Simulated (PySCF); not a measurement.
CH₅AlSe, SMILES [CH3][AlH][SeH]. Atoms are numbered in the order given.

```xyz
8

Al    -0.6589    -1.0620     0.0000
H     -2.2318    -1.2489     0.0000
C      0.6180    -2.5346     0.0000
H      0.4740    -3.1797     0.8844
H      0.4740    -3.1797    -0.8844
H      1.6651    -2.1920     0.0000
Se     0.1661     1.0917     0.0000
H     -1.1699     1.6964     0.0000
```

Geometry: ωB97X-D3(BJ)/def2-SVP. One conformer was computed; it need not be the lowest.

These are ωB97X-D3(BJ)/def2-SVP (PySCF) values and carry that method's errors.

Frequencies are harmonic and unscaled.

Computed normal modes with their intensities:
```json
[
 {"mode": "1", "ν (cm⁻¹)": "57", "IR (km/mol)": "0.0", "Raman (Å⁴/amu)": "0.2", "depolarisation": "0.75", "moving atoms (share of kinetic energy)": "H 94 %"},
 {"mode": "2", "ν (cm⁻¹)": "137", "IR (km/mol)": "3.6", "Raman (Å⁴/amu)": "1.4", "depolarisation": "0.71", "moving atoms (share of kinetic energy)": "C 36 %, H 26 %, Al 24 %, Se 14 %"},
 {"mode": "3", "ν (cm⁻¹)": "262", "IR (km/mol)": "0.3", "Raman (Å⁴/amu)": "3.6", "depolarisation": "0.75", "moving atoms (share of kinetic energy)": "H 94 %"},
 {"mode": "4", "ν (cm⁻¹)": "394", "IR (km/mol)": "19.0", "Raman (Å⁴/amu)": "13.7", "depolarisation": "0.17", "moving atoms (share of kinetic energy)": "Al 58 %, Se 26 %, H 10 %"},
 {"mode": "5", "ν (cm⁻¹)": "435", "IR (km/mol)": "66.9", "Raman (Å⁴/amu)": "1.9", "depolarisation": "0.75", "moving atoms (share of kinetic energy)": "H 92 %"},
 {"mode": "6", "ν (cm⁻¹)": "525", "IR (km/mol)": "43.4", "Raman (Å⁴/amu)": "4.5", "depolarisation": "0.68", "moving atoms (share of kinetic energy)": "H 97 %"},
 {"mode": "7", "ν (cm⁻¹)": "620", "IR (km/mol)": "0.1", "Raman (Å⁴/amu)": "14.2", "depolarisation": "0.59", "moving atoms (share of kinetic energy)": "H 70 %, C 20 %"},
 {"mode": "8", "ν (cm⁻¹)": "660", "IR (km/mol)": "79.9", "Raman (Å⁴/amu)": "2.1", "depolarisation": "0.75", "moving atoms (share of kinetic energy)": "H 75 %, C 17 %, Al 8 %"},
 {"mode": "9", "ν (cm⁻¹)": "688", "IR (km/mol)": "84.9", "Raman (Å⁴/amu)": "6.2", "depolarisation": "0.16", "moving atoms (share of kinetic energy)": "H 39 %, Al 34 %, C 27 %"},
 {"mode": "10", "ν (cm⁻¹)": "763", "IR (km/mol)": "245.3", "Raman (Å⁴/amu)": "2.6", "depolarisation": "0.61", "moving atoms (share of kinetic energy)": "H 77 %, C 14 %, Al 9 %"},
 {"mode": "11", "ν (cm⁻¹)": "1235", "IR (km/mol)": "29.6", "Raman (Å⁴/amu)": "2.2", "depolarisation": "0.01", "moving atoms (share of kinetic energy)": "H 79 %, C 21 %"},
 {"mode": "12", "ν (cm⁻¹)": "1433", "IR (km/mol)": "2.1", "Raman (Å⁴/amu)": "12.0", "depolarisation": "0.75", "moving atoms (share of kinetic energy)": "H 96 %"},
 {"mode": "13", "ν (cm⁻¹)": "1436", "IR (km/mol)": "3.0", "Raman (Å⁴/amu)": "8.4", "depolarisation": "0.75", "moving atoms (share of kinetic energy)": "H 95 %"},
 {"mode": "14", "ν (cm⁻¹)": "1964", "IR (km/mol)": "202.3", "Raman (Å⁴/amu)": "148.7", "depolarisation": "0.16", "moving atoms (share of kinetic energy)": "H 96 %"},
 {"mode": "15", "ν (cm⁻¹)": "2500", "IR (km/mol)": "10.2", "Raman (Å⁴/amu)": "158.1", "depolarisation": "0.31", "moving atoms (share of kinetic energy)": "H 99 %"},
 {"mode": "16", "ν (cm⁻¹)": "3054", "IR (km/mol)": "2.6", "Raman (Å⁴/amu)": "134.1", "depolarisation": "0.01", "moving atoms (share of kinetic energy)": "H 97 %"},
 {"mode": "17", "ν (cm⁻¹)": "3144", "IR (km/mol)": "4.4", "Raman (Å⁴/amu)": "99.1", "depolarisation": "0.75", "moving atoms (share of kinetic energy)": "H 91 %, C 9 %"},
 {"mode": "18", "ν (cm⁻¹)": "3165", "IR (km/mol)": "3.6", "Raman (Å⁴/amu)": "78.6", "depolarisation": "0.75", "moving atoms (share of kinetic energy)": "H 91 %, C 9 %"}
]
```
